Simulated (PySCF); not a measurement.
WO₂Cl, SMILES [W+](=[O])([Cl])=[O], charge +1, multiplicity 1. Atoms are numbered in the order given.

```xyz
4

W      0.2615    -0.1860     0.0000
O      0.8268     0.6828     1.3087
O      0.8268     0.6828    -1.3087
Cl    -1.9164     0.1668     0.0000
```
Charge +1, spin multiplicity 1.

Geometry: PBE0-D3(BJ)/def2-SVP. The spin state was assumed, not searched. The isomer is the one that the SMILES or the coordinates give; other isomers of the formula were not compared. The def2 effective core potentials stand for the cores of W; spin–orbit coupling is left out.

Calculation: PySCF with r2SCAN/def2-TZVPD.

The molecule is in vacuum.

```
Property                                                           Value
------------------------------------------------  ----------------------
total energy                                          -677.55946 hartree
point group                                                           Cs
highest occupied level                                         -14.41 eV
lowest empty level                                             -11.43 eV
orbital gap                                                      2.99 eV
dipole moment about the centre of nuclear charge                  4.30 D
mean static polarisability                          48.1 bohr³ (7.13 Å³)
polarisability, principal values                  33.7, 48.1, 62.6 bohr³
```
